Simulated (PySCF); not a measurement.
**Correlation energy of Ru (ruthenium, neutral)**

[Kr] 4d8, high-spin 3F determinant (an excited configuration). Calculation: PySCF 2.14, in aug-cc-pwCVDZ-PP with ECP28MDF (6s6p5d3f, 70 functions); scalar relativity through the core potential. Frozen: 4s2 4p6; 8 electrons correlated.

```json
{"level": "CCSD", "correlation energy (mhartree)": "-211.95"}
{"level": "(T)", "correlation energy (mhartree)": "-10.70"}
{"level": "CCSD(T)", "correlation energy (mhartree)": "-222.65"}
```

Diagnostics: T1 = 0.0096, D1 = 0.0158, largest double amplitude 0.022.

Cost of the coupled-cluster step: roughly 12 core-seconds, for 8 correlated electrons.

Iterations:

```
CC2 = 0
CCSD nocc = (np.int64(5), np.int64(3)), nmo = (66, 66)
frozen orbitals [[0, 1, 2, 3], [0, 1, 2, 3]]
max_cycle = 100
direct = 0
conv_tol = 1e-08
conv_tol_normt = 1e-06
diis_space = 8
diis_start_cycle = 0
Init t2, MP2 energy = -0.217975935180015
Init E_corr(UCCSD) = -0.217975935180718
cycle = 1  E_corr(UCCSD) = -0.208039562036415  dE = 0.00993637314  norm(t1,t2) = 0.0577197
cycle = 2  E_corr(UCCSD) = -0.211365945455418  dE = -0.00332638342  norm(t1,t2) = 0.0245809
cycle = 3  E_corr(UCCSD) = -0.211148241805721  dE = 0.00021770365  norm(t1,t2) = 0.0146175
cycle = 4  E_corr(UCCSD) = -0.211730317713843  dE = -0.000582075908  norm(t1,t2) = 0.00782515
cycle = 5  E_corr(UCCSD) = -0.211920036330114  dE = -0.000189718616  norm(t1,t2) = 0.00340437
cycle = 6  E_corr(UCCSD) = -0.211944125252677  dE = -2.40889226e-05  norm(t1,t2) = 0.0019979
cycle = 7  E_corr(UCCSD) = -0.211934297666431  dE = 9.82758625e-06  norm(t1,t2) = 0.000931513
cycle = 8  E_corr(UCCSD) = -0.211942351387667  dE = -8.05372124e-06  norm(t1,t2) = 0.000530067
cycle = 9  E_corr(UCCSD) = -0.211951928167209  dE = -9.57677954e-06  norm(t1,t2) = 0.000177917
cycle = 10  E_corr(UCCSD) = -0.211949057109756  dE = 2.87105745e-06  norm(t1,t2) = 9.33422e-05
cycle = 11  E_corr(UCCSD) = -0.211948299587839  dE = 7.57521917e-07  norm(t1,t2) = 5.42703e-05
cycle = 12  E_corr(UCCSD) = -0.211949147649881  dE = -8.48062042e-07  norm(t1,t2) = 1.9714e-05
cycle = 13  E_corr(UCCSD) = -0.21194895661879  dE = 1.9103109e-07  norm(t1,t2) = 8.49447e-06
cycle = 14  E_corr(UCCSD) = -0.211949046555601  dE = -8.99368105e-08  norm(t1,t2) = 3.29998e-06
cycle = 15  E_corr(UCCSD) = -0.211949074432371  dE = -2.78767699e-08  norm(t1,t2) = 1.2056e-06
cycle = 16  E_corr(UCCSD) = -0.211949079426779  dE = -4.99440803e-09  norm(t1,t2) = 6.12929e-07
UCCSD converged
E(UCCSD) = -93.94195864814503  E_corr = -0.211949079426779
UCCSD(T) correction = -0.0106952743244862
```
